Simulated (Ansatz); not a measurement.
One change: `C[N](C)[Zn][O][SiH3]` becomes `C[N](C)[ZnH]`.

Ansatz, PBE0-D4/def2-TZVP geometries, multiplicity 1. Each molecule was computed in one conformer, which needn't be the lowest.

Scalar relativity is left out up to krypton.

```json
{"property": "HOMO energy (PBE0/def2-TZVPP) / eV", "`C[N](C)[Zn][O][SiH3]`": "-6.03"}
{"property": "LUMO energy (ωB97M-V/def2-TZVPP) / eV", "`C[N](C)[Zn][O][SiH3]`": "0.72"}
{"property": "LUMO energy (B3LYP/def2-TZVPP) / eV", "`C[N](C)[Zn][O][SiH3]`": "-1.15"}
{"property": "zero-point energy (PBE0-D4/def2-TZVP) / kJ/mol", "`C[N](C)[Zn][O][SiH3]`": "289.5"}
{"property": "LUMO energy (PBE/def2-TZVPP) / eV", "`C[N](C)[Zn][O][SiH3]`": "-1.76"}
{"property": "ideal-gas entropy at 298 K and 1 bar (rigid rotor, harmonic PBE0-D4/def2-TZVP) / J/(mol·K)", "`C[N](C)[Zn][O][SiH3]`": "450"}
```

Problem. What does the change do to each property? (Estimate.)

Solution. Ansatz gave: 
```csv
property,`C[N](C)[ZnH]`,shift
HOMO energy (PBE0/def2-TZVPP) / eV,-5.70,0.33
LUMO energy (ωB97M-V/def2-TZVPP) / eV,0.99,0.27
LUMO energy (B3LYP/def2-TZVPP) / eV,-0.63,0.52
zero-point energy (PBE0-D4/def2-TZVP) / kJ/mol,229.7,-59.8
LUMO energy (PBE/def2-TZVPP) / eV,-1.09,0.67
"ideal-gas entropy at 298 K and 1 bar (rigid rotor, harmonic PBE0-D4/def2-TZVP) / J/(mol·K)",324,-126
```

With PBE0 the HOMO rises by 0.33 eV and the LUMO rises by 0.51 eV, so the gap widens by about 0.18 eV. PBE moves the HOMO by 0.29 eV and ωB97M-V by 0.34 eV. The zero-point energy changes by -59.8 kJ/mol with -12 modes. Modes under 60 cm⁻¹, often nearly free rotors, make the harmonic entropy too high.

B3LYP here is the variant with VWN-RPA as its local correlation; programs differ in this.
